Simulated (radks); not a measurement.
The numbers below are computed, except where a source is named.
Xe2+, 52 electrons, occupied as [Kr] 4d10 5s1 5p5 (not the ground configuration).

Code: a radial shooting solver on a logarithmic mesh with Libxc functionals. Model: Dirac Kohn-Sham, PBE, spin-unpolarised, spherical densities, point nucleus; open shells fill j = l - 1/2 first.

Energy parts (eV):
total: -202685.666
kinetic: 215345.049
electron-nucleus: -491712.931
Hartree: 78756.455
exchange-correlation: -5074.240

Orbitals (lengths in bohr, moments of r in powers of bohr; <r^-3> diverges for s and p1/2):
\begin{tabular}{lrrrrrr}
orbital & occ. & eigenvalue (eV) & <r^-3> & <r> & <r^2> & small-component weight \\ \hline
1s1/2 & 2 & -34370.24 & - & 0.02665 & 0.0009636 & 3.96e-02 \\
2s1/2 & 2 & -5366.388 & - & 0.1142 & 0.01543 & 8.50e-03 \\
2p1/2 & 2 & -5042.923 & - & 0.09621 & 0.01139 & 8.53e-03 \\
2p3/2 & 4 & -4718.282 & 5569 & 0.1020 & 0.01267 & 8.08e-03 \\
3s1/2 & 2 & -1115.801 & - & 0.3061 & 0.1072 & 2.54e-03 \\
3p1/2 & 2 & -981.4099 & - & 0.2962 & 0.1019 & 2.48e-03 \\
3p3/2 & 4 & -919.7452 & 1082 & 0.3078 & 0.1099 & 2.36e-03 \\
3d3/2 & 4 & -683.3852 & 174.0 & 0.2787 & 0.09195 & 2.24e-03 \\
3d5/2 & 6 & -670.3538 & 160.4 & 0.2824 & 0.09424 & 2.20e-03 \\
4s1/2 & 2 & -219.8594 & - & 0.7164 & 0.5797 & 7.38e-04 \\
4p1/2 & 2 & -172.2717 & - & 0.7453 & 0.6326 & 6.75e-04 \\
4p3/2 & 4 & -159.9606 & 216.5 & 0.7730 & 0.6803 & 6.37e-04 \\
4d3/2 & 4 & -82.9553 & 27.24 & 0.8672 & 0.8770 & 4.97e-04 \\
4d5/2 & 6 & -80.9586 & 24.88 & 0.8779 & 0.8986 & 4.87e-04 \\
5s1/2 & 1 & -39.9402 & - & 1.778 & 3.551 & 1.46e-04 \\
5p1/2 & 2 & -28.2560 & - & 2.024 & 4.627 & 1.13e-04 \\
5p3/2 & 3 & -26.6882 & 27.49 & 2.102 & 4.986 & 1.05e-04 \\
\end{tabular}

The highest occupied level is 5p3/2 at -26.688 eV. The density falls to 0.001 e/bohr^3 at r = 3.90 bohr.
